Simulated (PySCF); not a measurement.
H3IO3Si, SMILES I[Si](O)(O)O.

The structure is a stationary point at B3LYP-D3(BJ)/def2-SVP. The def2 effective core potentials stand for the cores of I; spin–orbit coupling is left out. The values are those of a single conformer.

Method: ωB97X/def2-TZVP run with PySCF.

```
Item                                                                                                           Result
---------------------------------------------------------------------------------------------  ----------------------
total energy                                                                                       -814.98265 hartree
point group                                                                                                        C3
highest occupied level                                                                                      -10.00 eV
lowest empty level                                                                                            1.86 eV
orbital gap                                                                                                  11.86 eV
dipole moment                                                                                                  0.61 D
quadrupole, principal values (traceless, Buckingham form, about the centre of nuclear charge)  -10.76, 5.38, 5.38 D·Å
mean static polarisability                                                                       62.8 bohr³ (9.31 Å³)
polarisability, principal values                                                               55.4, 55.4, 77.7 bohr³
```
